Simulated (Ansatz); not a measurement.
Calculated with Ansatz (gas phase, PBE0-D4/def2-TZVP geometries, no zero-point term in ΔE). CBS: MP2 limit from def2 TZ/QZ plus the TZ coupled-cluster correction, frozen cores. This one scheme is used for every species. DFT in def2-TZVPP. One conformer a species, not always the lowest.

`CB(N)P` + `O[SiH3]` → `CB(N)[SiH2]O` + PH₃  (formal exchange of groups at a B–P bond)

`CB(N)P`:

Z-matrix (Å, degrees):
```
C
B 1 1.573
H 1 1.094 2 111.6
H 1 1.094 2 113.3 3 122.0
H 1 1.095 2 110.2 3 -117.4
N 2 1.394 1 120.8 3 -128.6
P 2 1.937 1 119.5 3 46.7
H 6 1.005 2 124.1 1 -178.9
H 6 1.007 2 122.3 1 1.1
H 7 1.420 2 98.9 1 146.9
H 7 1.417 2 97.1 1 50.7
```

`O[SiH3]`:

Z-matrix (Å, degrees):
```
Si
O 1 1.648
H 1 1.489 2 111.7
H 1 1.489 2 111.7 3 120.9
H 1 1.481 2 105.9 3 -119.6
H 2 0.957 1 117.9 3 -60.5
```

`CB(N)[SiH2]O`:

Cartesian coordinates in Å:
```
C -0.002 0.800 -1.515
B -0.414 0.309 -0.080
N -1.717 0.486 0.379
Si 0.907 -0.573 1.185
O 1.845 -1.742 0.465
H 0.775 1.570 -1.444
H 0.452 -0.011 -2.094
H -0.830 1.212 -2.100
H -2.034 0.186 1.286
H -2.435 0.940 -0.165
H 1.894 0.403 1.726
H 0.178 -1.148 2.365
H 1.380 -2.433 -0.008
```

PH₃:

Cartesian coordinates in Å:
```
P -0.020 0.517 -0.263
H -0.568 0.283 1.025
H 1.196 -0.146 0.049
H -0.608 -0.654 -0.811
```

```tsv
species	PBE0 energy (Eh)
`CB(N)P`	-463.10603
`O[SiH3]`	-366.98944
`CB(N)[SiH2]O`	-487.06573
PH₃	-343.01685
```

**Question.** Work out ΔE.

**Answer.** ΔE = (-487.06573) + (-343.01685) − (-463.10603) − (-366.98944) = 0.01289 Eh = +8.1 kcal/mol. CCSD(T)/CBS gives +8.7 kcal/mol.

Largest T1 diagnostic among the species: 0.013.

From PBE to PBE0 (25 % exact exchange), in def2-TZVPP and without D4, ΔE moves by +0.9 kcal/mol.
